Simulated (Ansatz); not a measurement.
`N[SiH2]CBO` → `NCBO` + `[SiH2]`  (silylene formation by 1,1-elimination)

Gas-phase electronic energies from Ansatz, PBE0-D4/def2-TZVP geometries. CCSD(T)/CBS adds triple-zeta CCSD(T) − MP2 to the extrapolated MP2 energy (def2 sets, frozen cores). This one scheme is used for every species. DFT in def2-TZVPP. B3LYP here is the variant with VWN-RPA as its local correlation; programs differ in this. Each species was taken in one conformer, which may not be the lowest.

(1) Is it downhill or uphill in electronic energy at CCSD(T)/CBS, and by how much? (Best estimate.)

(2) What do these levels give: ωB97X-V, B2PLYP, B3LYP, HF/def2-TZVPP, SCS-MP2/def2-QZVPP, CCSD/CBS(def2)? (An estimate is asked.)

Largest T1 diagnostic among the species: 0.014.

Results:

(1) The calculation gave: Uphill: ΔE = +87.7 kcal/mol.

(2) Ansatz gave: ωB97X-V 88.7, B2PLYP 86.2, B3LYP 82.6, HF/def2-TZVPP 84.2, SCS-MP2/def2-QZVPP 89.9, CCSD/CBS(def2) 87.0 kcal/mol.

The D4 term adds +3.1 kcal/mol with B3LYP and +1.7 kcal/mol with PBE0; it sums over pairs of atoms, weighted by their polarisabilities, and B3LYP, whose exchange is more repulsive, gets the larger term. In def2-TZVPP, CCSD(T) changes the Hartree–Fock value by +1.2 kcal/mol (the triples alone add +0.7 kcal/mol) and MP2 by +7.8 kcal/mol. From PBE to PBE0 (25 % exact exchange), in def2-TZVPP and without D4, ΔE moves by +3.3 kcal/mol.
